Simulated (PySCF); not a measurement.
Static polarisabilities and like-pair C6 coefficients by linear response at PBE0/def2-SVPD (PySCF, frozen core in the response, non-relativistic, gas phase), PBE0-D3(BJ)/def2-SVP geometries, one conformer each; atomic units unless stated. Spin–orbit coupling is left out although an atom past zinc is present.

```tsv
label	species	α	C6
P	`CC[N]([SiH3])[GeH3]`	91.7	3115
Q	`C[SiH]([NH][GeH3])C`	90.8	3062
R	`C[CH2][GeH2][NH][SiH3]`	91.4	3092
S	`CN(C)[SiH2][GeH3]`	98.0	3357
T	`C[CH2][Ge@@H]([NH2])[SiH3]`	96.3	3283
U	`[CH3][GeH2][CH2][SiH2]N`	91.8	3105
```

**Question.** Estimate the unlike-pair coefficients by the rule C6(AB) = 2·C6(AA)·C6(BB) / [C6(AA)·αB/αA + C6(BB)·αA/αB], and compare with the geometric mean, for PQ, PT, PU, QS, QT, RS, RT and ST.

**Answer.** 
```
pair  combination rule  geometric mean  ratio
  PQ              3089            3089  1.000
  PT              3197            3198  1.000
  PU              3110            3110  1.000
  QS              3205            3206  1.000
  QT              3170            3171  1.000
  RS              3221            3222  1.000
  RT              3185            3186  1.000
  ST              3320            3320  1.000
```

The rule is exact for one-pole polarisabilities and never exceeds the geometric mean; the two meet where both partners have the same effective excitation energy. These unlike-pair values are estimates, not computed integrals.
